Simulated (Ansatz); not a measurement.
Species: CH$_{4}$O$_{3}$Si, SMILES `O=C(O)[SiH2]O` (charge 0, multiplicity 1).

Task: Give a relaxed geometry from PBE0-D4/def2-TZVP in Ansatz (a first-principles code).

Result: Several could match; the one computed here: the end point of this relaxation, one of several conformers (outside a Z-matrix the atoms follow the SMILES, hydrogens last).
Z-matrix (Å, degrees):
```
C
O 1 1.2074
O 1 1.3377 2 122.71
H 3 0.9715 1 107.65 2 -0.02
Si 1 1.9215 2 120.29 3 -179.98
O 5 1.6351 1 103.54 2 0.11
H 6 0.9634 5 113.17 1 -0.02
H 5 1.4821 6 112.03 7 -117.96
H 5 1.4821 8 109.97 6 125.28
```
